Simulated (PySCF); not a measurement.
Point-charge models of `CC/C=C(/C=C/F)CF` against its computed dipole.

Coordinates (GFN2-xTB, Å) and charges (e) from the PBE0/pcSseg-1 density (PySCF):

```csv
atom,x,y,z,Mulliken,IAO,Hirshfeld,ESP-fitted
C1,-2.637,0.933,0.235,-0.2696,-0.4128,-0.1144,-0.3552
C2,-1.861,-0.243,-0.364,-0.2069,-0.2571,-0.0647,+0.1807
C3,-0.451,0.148,-0.660,-0.1219,-0.1296,-0.0279,-0.3401
C4,0.656,-0.141,0.035,-0.3000,-0.0239,-0.0146,+0.1099
C5,1.947,0.334,-0.436,-0.1567,-0.2057,-0.0827,-0.3889
C6,3.121,0.013,0.095,+0.2757,+0.1396,+0.0395,+0.1282
F7,4.261,0.506,-0.416,-0.2824,-0.2687,-0.0905,-0.1776
C8,0.650,-0.946,1.306,+0.2666,+0.0323,+0.0235,+0.0156
F9,1.346,-2.128,1.153,-0.3413,-0.3305,-0.1187,-0.2336
H10,-3.674,0.653,0.403,+0.1187,+0.1435,+0.0435,+0.0885
H11,-2.615,1.787,-0.438,+0.1136,+0.1410,+0.0412,+0.1043
H12,-2.199,1.234,1.184,+0.1131,+0.1402,+0.0379,+0.0913
H13,-2.340,-0.538,-1.300,+0.1343,+0.1484,+0.0469,+0.0250
H14,-1.910,-1.093,0.316,+0.1277,+0.1353,+0.0420,+0.0124
H15,-0.341,0.767,-1.542,+0.0917,+0.1409,+0.0461,+0.1723
H16,1.936,0.987,-1.298,+0.1020,+0.1625,+0.0511,+0.2105
H17,3.310,-0.644,0.929,+0.1092,+0.1606,+0.0528,+0.1539
H18,1.149,-0.396,2.113,+0.1128,+0.1421,+0.0428,+0.0757
H19,-0.358,-1.223,1.620,+0.1132,+0.1419,+0.0465,+0.1272
```

What dipole does each set of charges give (1 e·Å = 4.803 D), and what does the density give?

The full density gives (-2.73, 0.99, 0.56) D, 2.95 D in size; dipole vectors point from the negative to the positive end.

| scheme | μx | μy | μz | size (D) | share of the full size (%) | angle to the full dipole (°) |
| --- | --- | --- | --- | --- | --- | --- |
| Mulliken | -4.34 | 1.11 | 2.38 | 5.07 | 172 | 18 |
| IAO | -3.95 | 1.72 | 1.06 | 4.44 | 150 | 5 |
| Hirshfeld | -1.89 | 0.58 | 0.29 | 2.00 | 68 | 4 |
| ESP-fitted | -2.75 | 1.00 | 0.60 | 2.99 | 101 | 1 |

Which set comes closest?

Length of the difference vector: ESP-fitted 0.05 D, Hirshfeld 0.97 D, IAO 1.51 D, Mulliken 2.44 D. Closest: ESP-fitted. The schemes that divide the density aren't constrained to reproduce the dipole.

What is left for the Hirshfeld atoms' own dipoles?

The shares of the density sum to the whole, so what Σ q r misses lies in dipoles about the nuclei. The atomic dipoles sum to (-2.73, 0.99, 0.56) − (-1.89, 0.58, 0.29) = (-0.84, 0.41, 0.27) D, 0.97 D in size.

With the origin at the mean of the coordinates, (-0.001, 0.000, 0.154) Å, which are the largest single terms, by size, of the ESP-fitted dipole along the direction of the full one?

C1 -4.71, C5 +3.36, F7 +3.30, H17 -2.31, F9 +1.98 D; all 19 atoms together +2.99 D. The single terms depend on the origin, their sum doesn't.

Give the size of the full dipole in other units.

2.95 D = 1.162 au = 0.615 e·Å = 9.85 × 10⁻³⁰ C·m.

Geometry: GFN2-xTB, one conformer, isolated molecule.

These values come from a run that also computed NMR shieldings. Time: 43 s wall. Hardware: Arm Neoverse V1, one thread, no GPU, shared host.

The values belong to the conformer `[CH3:1][CH2:2]/[CH:3]=[C:4](/[CH:5]=[CH:6]/[F:7])[CH2:8][F:9]`: C1–C2–C3–C4 103°, C3–C4–C5–C6 -174°, C3–C4–C8–F9 116°.
